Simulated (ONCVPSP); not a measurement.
Configuration tests for F (ONCV)

* Element: F
* Generator: ONCVPSP 4.0.1
* Type: optimised norm-conserving Vanderbilt (ONCV)
* Functional: PBEsol
* Relativity: scalar-relativistic
* Frozen core: [He]
* Valence charge: 7
* Reference configuration: 2s2 2p5
* Partial waves: 2s: rc 0.75 bohr, ncon 4, nbas 8, qcut 7.3 1/bohr, 1 projector; 2p: rc 1.05 bohr, ncon 5, nbas 10, qcut 10.5 1/bohr, 1 projector
* Local potential: polynomial inside 0.70 bohr (lpopt 5, dvloc0 4 Ha)
* Core correction: none

Energies are relative to the spin-unpolarised reference configuration 2s2 2p5; without spin polarisation the order of configurations can differ from experiment.

(1) Give the all-electron excitation energy and the error of the potential for: 2s2 2p4; 2s2 2p3; 2s2 2p2; 2s2 2p1.

Levels in the configuration 2s2 2p1:

```csv
level,all-electron (eV),pseudo (eV)
2s,-116.385,-116.132
2p,-99.034,-98.059
```

Results:

(1)

```csv
valence configuration,charge,ΔE all-electron (eV),error AE − PS (meV)
2s2 2p4,+1,19.317,+3.7
2s2 2p3,+2,57.595,+56
2s2 2p2,+3,118.084,+278
2s2 2p1,+4,203.676,+917
```
